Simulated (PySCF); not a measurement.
Computed shifts of a molecule C₂H₁₀O₂Si₂, KT2/pcSseg-1 (PySCF), GIAO, gas phase, atoms alike by connectivity averaged where their shifts nearly agree, in ppm (number of nuclei): ¹³C: 70.3 (1), 21.1 (1). ²⁹Si: -16.6 (1), -29.4 (1). ¹H: 5.34 (1), 5.21 (3), 5.07 (1), 3.64 (1), 1.75 (3), 1.61 (1). References: ¹³C against TMS (σ = 185.1 ppm); ¹⁷O against H2O (σ = 330.4 ppm); ²⁹Si against TMS (σ = 361.9 ppm); ¹H against TMS (σ = 31.47 ppm), references at their B3LYP-D3(BJ)/def2-TZVP geometries, non-relativistic. Coordinates come from a ωB97X-D3(BJ)/def2-SVP optimisation. One conformer was computed; it need not be the lowest.

Q: Which molecule gave these data?
(A) C[Si@H](O)C[SiH2]O
(B) COC[SiH2][SiH2]O
(C) [SiH3]OCCO[SiH3]
(D) C[C@@H](O[SiH3])[SiH2]O

A: D, C[C@@H](O[SiH3])[SiH2]O
